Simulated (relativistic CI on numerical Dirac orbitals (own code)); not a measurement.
Co+ in a cubic cluster: L2,3 absorption with charge transfer

Computed with a charge-transfer multiplet model of a cubic metal-ligand cluster with up to 2 ligand holes, Slater and spin-orbit integrals from Dirac-Coulomb-Breit ions, Slater integrals scaled by 0.8. The ground state mixes d8 with configurations of k ligand holes L, whose averages lie at kΔ + k(k − 1)U_dd/2; a core hole lowers each added d electron by U_cd. 300 K, Lorentzian 0.4 eV and Gaussian 0.3 eV FWHM.

Atomic integrals in eV (Slater integrals scaled, ζ unscaled), ground: F2dd 8.285, F4dd 5.103, zeta_d 0.056; with the core hole: F2dd 8.285, F4dd 5.103, zeta_d 0.075, zeta_core 9.677, F2cd 5.321, G1cd 3.943, G3cd 2.240.

Cluster parameters (eV): Δ = 3.9, U_cd = 6.8, 10Dq = 1.2, 10Dq(ligand) = 0.1, V(eg) = 2.45, V(t2g) = -1.27, final-state hopping factor = 0.8.

| Case | n_d | d8 | d9L | d10L2 | S |
| --- | --- | --- | --- | --- | --- |
| U_dd = 4.4 eV | 8.23 | 0.78 | 0.21 | 0.01 | 1.00 |
| U_dd = 5.1 eV | 8.23 | 0.78 | 0.21 | 0.01 | 1.00 |
| U_dd = 5.8 eV | 8.22 | 0.78 | 0.21 | 0.01 | 1.00 |
| U_dd = 6.5 eV | 8.22 | 0.78 | 0.21 | 0.01 | 1.00 |
| U_dd = 7.2 eV | 8.22 | 0.79 | 0.21 | 0.01 | 1.00 |

Weights, n_d and S are thermal averages at 300 K. Photon energies count from the first peak over 30 % of the highest in each spectrum, which can be another peak from case to case. The parameters are a model scan and need not match a compound or its usual spin state. Peaks in eV (height, largest 100):
- U_dd = 4.4 eV: 0.0 (100), 1.2 (19), 14.6 (27), 15.3 (25)
- U_dd = 5.1 eV: 0.0 (100), 1.4 (20), 14.6 (27), 15.4 (26)
- U_dd = 5.8 eV: 0.0 (100), 1.5 (21), 14.6 (27), 15.5 (26)
- U_dd = 6.5 eV: 0.0 (100), 1.5 (21), 14.6 (27), 15.5 (26)
- U_dd = 7.2 eV: 0.0 (100), 1.6 (22), 14.6 (27), 15.5 (26)

For the case U_dd = 5.8 eV, Δ = 3.9 eV is smaller than U_dd = 5.8 eV, the charge-transfer side of the Zaanen-Sawatzky-Allen scheme. With the core hole the configuration with one ligand hole lies at Δ + U_dd − U_cd = 1.5, 2.2, 2.9, 3.6, 4.3 eV from the one without, in the order of the table; where this is negative the screened configuration lies lower, though the effective hopping of about 2.6 eV (from the holes of the mixed ground state) mixes the two strongly wherever it is as large as the gap.
